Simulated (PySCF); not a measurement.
Zn (zinc, neutral): UHF calculation

Configuration: [Ar] 3d10 4s2, closed-shell 1S. All numbers are calculated (PySCF 2.14, a scalar-relativistic core potential, in cc-pVTZ-PP with ECP10MDF).

| Quantity | Value |
| --- | --- |
| Total energy | -225.962952 hartree |
| One-electron energy | -408.3664 hartree |
| Hartree (Coulomb) energy | 202.2533 hartree |
| Exchange energy | -19.8498 hartree |
| ⟨S²⟩ | 0.0000 |
| ⟨L²⟩ | 0.000 |
| Sum of ⟨r⟩ | 20.19 bohr |
| Sum of ⟨r²⟩ | 33.90 bohr² |
| Time after the integrals | 0.2 s of wall time on 1 thread of Neoverse-V2 (shared host) |

| shell | electrons | mean orbital energy (hartree) | rms radius, mean of both spins (bohr) |
| --- | --- | --- | --- |
| 3s | 2 | -5.86493 | 0.733 |
| 3p | 6 | -3.93525 | 0.777 |
| 3d | 10 | -0.76212 | 1.01 |
| 4s | 2 | -0.29845 | 3.09 |

Energies and moments cover only the electrons outside the core potential.
